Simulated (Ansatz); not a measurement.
System: sum formula H3B2O, charge 0, multiplicity 2. It need not be the lowest isomer of its formula. 
Structure (B3LYP-D3(BJ)/def2-TZVP (Ansatz, a program for electronic structure) minimum search):
SMILES: [BH]OB
```xyz
6

O     -0.0797    -0.0515     0.0044
B     -1.1709    -0.7681    -0.0015
H     -1.8232    -1.0261     0.9661
B      1.0536     0.6688    -0.1266
H      0.9534     1.8370    -0.3328
H      2.0938     0.0981    -0.0277
```
Charge 0, spin multiplicity 2.

Basis-set convergence of Hartree-Fock and MP2 correlation energies (hartree) with Ansatz. Cores are frozen in the correlated levels unless marked. UHF or UKS for open shells. Spin-orbit coupling is left out. No relativistic terms.

```
basis    functions       E(HF)  E(corr, MP2)
-------  ---------  ----------  ------------
cc-pVDZ          -  -125.98367      -0.32790
cc-pVTZ        132           …             …
```

What belongs in the gaps?


- cc-pVTZ, E(HF): -126.02918
- cc-pVTZ, E(corr, MP2): -0.40942
